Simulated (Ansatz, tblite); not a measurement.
Forces on K5H5 at its PBE-D4/def2-SVP geometry. The state is a singlet with charge 0.

The xTB rows come from tblite. The structure comes from a short search, and lower isomers may exist.

GFN1-xTB (tblite), largest force 0.31 eV/Å:

```xyz
10
positions Å, forces eV/Å
K     0.880    2.168   -0.493   -0.019   -0.255    0.077
K     2.598   -1.085   -1.233   -0.241    0.128    0.141
K    -3.212    1.074    1.268    0.156   -0.152   -0.162
K    -1.255   -1.406   -1.334    0.061    0.209    0.204
K     1.043   -0.428    2.121   -0.042    0.074   -0.254
H    -0.738    1.466    1.515    0.060    0.038    0.032
H     0.753   -2.206    0.252   -0.029    0.030   -0.030
H     2.805    0.755    0.587   -0.082   -0.036   -0.031
H     0.615    0.282   -2.256   -0.032   -0.031    0.036
H    -3.489   -0.620   -0.426    0.169   -0.005   -0.013
```

GFN2-xTB (tblite), largest force 0.65 eV/Å:

```
K 0.120 -0.370 0.074
K -0.224 0.220 0.226
K 0.322 -0.386 -0.408
K -0.107 0.298 0.302
K 0.089 0.084 -0.378
H -0.016 -0.249 -0.248
H -0.025 0.434 -0.005
H -0.535 -0.228 -0.191
H -0.001 -0.007 0.441
H 0.378 0.205 0.186
```

PBE0-D4/def2-TZVP (Ansatz), largest force 0.04 eV/Å:

```
K 0.013 -0.038 0.015
K -0.030 0.012 0.015
K 0.001 -0.014 -0.014
K 0.011 0.011 0.011
K 0.006 0.014 -0.038
H 0.001 -0.009 -0.012
H 0.007 0.021 -0.005
H -0.032 -0.008 -0.006
H 0.003 -0.003 0.023
H 0.021 0.014 0.013
```
